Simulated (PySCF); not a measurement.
A GIAO shielding run with PySCF 2.14.0 with density-fitted response routines (density fitting, non-relativistic, gas phase) on `CO[Si@H](O)Cn1cccc1`, C₆H₁₁NO₂Si:

```
$ OMP_NUM_THREADS=1 python probes_run.py task.json out

{"job": {"kind": "nmr", "xc": "PBE0", "basis": "pcSseg-1"}, "charge": 0, "multiplicity": 1}
C     -1.936836     0.032716     1.351808
O     -2.096976    -0.533423     0.081062
Si    -1.418985    -0.140301    -1.338301
O     -2.093583    -1.135640    -2.419761
C      0.455073    -0.536740    -1.413540
N      1.177563     0.112020    -0.351007
C      1.483098    -0.441245     0.848417
C      2.066627     0.515462     1.638695
C      2.105913     1.700942     0.883153
C      1.542964     1.417363    -0.333770
H     -2.411442     1.015486     1.389571
H     -0.881936     0.140751     1.609386
H     -2.419456    -0.628981     2.071931
H     -1.648128     1.269157    -1.659558
H     -3.018035    -1.362056    -2.355296
H      0.615103    -1.613869    -1.330220
H      0.878698    -0.226034    -2.370140
H      1.275187    -1.474374     1.051363
H      2.426710     0.380674     2.639822
H      2.504476     2.646203     1.195009
H      1.385046     2.044668    -1.189095
```

Hardware: 1 thread of an Intel Xeon 6975P-C, shared host. The job also computes population analyses, field gradients, ring-centre shieldings.

(1) How large is the calculation?

(2) How long does it take, and how much memory does it need?

## Answers

(1) 84 electrons, 232 basis functions and 1219 auxiliary functions.

(2) 47 s of wall time, with 14 SCF cycles and 4 response iterations; peak memory 1.1 GiB. Times on a shared host scatter by some tens of per cent.
